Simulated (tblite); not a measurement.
Compound: C9H16O.
Numbering: `[OH:1][CH2:2][C@@H:3]1[CH2:4][CH2:5][C@H:6]2[CH2:7][CH2:8][CH2:9][C@@H:10]12` (hydrogens: H11 on O1; H12, H13 on C2; H14 on C3; H15, H16 on C4; H17, H18 on C5; H19 on C6; H20, H21 on C7; H22, H23 on C8; H24, H25 on C9; H26 on C10)

Cartesian coordinates in Å at the GFN2-xTB level; atoms count from 1:
```
atom  x, y, z in Å
O1     2.9697    1.2810   -0.1778
C2     2.5646   -0.0652   -0.2529
C3     1.1301   -0.2995    0.2202
C4     0.7466   -1.7801    0.2168
C5    -0.7764   -1.7423    0.2685
C6    -1.1604   -0.5801   -0.6576
C7    -2.3298    0.2615   -0.1347
C8    -1.6619    1.3595    0.6894
C9    -0.4387    1.7154   -0.1516
C10    0.0684    0.3664   -0.6740
H11    2.8768    1.5778    0.7345
H12    2.6635   -0.3391   -1.3062
H13    3.2467   -0.7016    0.3329
H14    1.0342    0.0877    1.2418
H15    1.1842   -2.3280    1.0508
H16    1.0820   -2.2415   -0.7138
H17   -1.1007   -1.5282    1.2882
H18   -1.2280   -2.6841   -0.0404
H19   -1.3738   -0.9646   -1.6566
H20   -2.8696    0.7109   -0.9696
H21   -3.0341   -0.3334    0.4458
H22   -1.3513    0.9647    1.6582
H23   -2.3163    2.2129    0.8618
H24    0.3230    2.2537    0.4104
H25   -0.7443    2.3439   -0.9895
H26    0.4745    0.4752   -1.6811
```

Calculated harmonic vibrations of the isolated species, GFN2-xTB (tblite), most abundant isotopes, no scaling. The method is semi-empirical: single wavenumbers can be off by several per cent or more. One conformer, not necessarily the lowest.

Harmonic wavenumbers (cm⁻¹): 46.4, 88.5, 151.6, 190.4, 224.4, 324.8, 336.8, 372.6, 414.7, 441.0, 546.0, 552.6, 593.7, 712.4, 813.4, 838.8, 879.4, 896.8, 930.0, 955.2, 977.1, 995.5, 1012.0, 1017.7, 1047.9, 1064.3, 1083.4, 1096.9, 1105.0, 1108.1, 1129.2, 1140.7, 1164.6, 1179.1, 1189.5, 1210.8, 1214.7, 1249.7, 1269.4, 1275.2, 1284.2, 1294.5, 1303.6, 1312.5, 1321.0, 1323.3, 1330.4, 1335.3, 1352.7, 1356.2, 1481.3, 1485.3, 1490.2, 1491.3, 1500.0, 1505.1, 2853.6, 2912.4, 2957.4, 2969.0, 2973.4, 2974.4, 2977.1, 2981.7, 2987.0, 2994.6, 2999.1, 3002.0, 3006.0, 3008.2, 3011.4, 3540.8.

A = 2074, B = 1096, C = 803.3 MHz; mass 140.120 u (most abundant isotopes); point group C1, symmetry number 1.

Q: What is the zero-point energy?

A: Half the sum of the wavenumbers: 51578 cm⁻¹ = 147.47 kcal/mol.

Q: Entropy at 350 K, 1 bar (ideal gas, RRHO, classical rotation)?

A: Translation 41.55, rotation 30.03, vibration 30.69: S = 102.3 cal/(mol K).

Q: And Cp and H(350 K) − H(0)?

A: Cp = 47.20 cal/(mol K), of which vibrations give 39.26 (their classical limit is 72 R = 143.1); H(350 K) − H(0) = 8.77 kcal/mol without the zero-point energy, 5.99 from vibrations.

Q: Blend soft modes into free rotors: weight 1/[1 + (100 cm⁻¹/ν̃)⁴] for the oscillator and the rest for a rotor with moment μB/(μ + B), μ = h/(8π²ν), B = 10⁻⁴⁴ kg m². What vibrational entropy results?

A: 28.66 cal/(mol K) in place of 30.69, which changes −T·S at 350 K by +0.71 kcal/mol.

Q: Which modes carry the vibrational entropy at 350 K?

A: 46.4 cm⁻¹: 5.28; 88.5 cm⁻¹: 4.01; 151.6 cm⁻¹: 2.96; 190.4 cm⁻¹: 2.52; 224.4 cm⁻¹: 2.22; 324.8 cm⁻¹: 1.55 cal/(mol K); the other 66 give 12.15 together.

Hindered rotation and anharmonicity are outside this model. Other conformers, if any are populated, would add a mixing term that is left out. The structure is chiral; the term R ln 2 for an equal mix with its mirror image is left out.
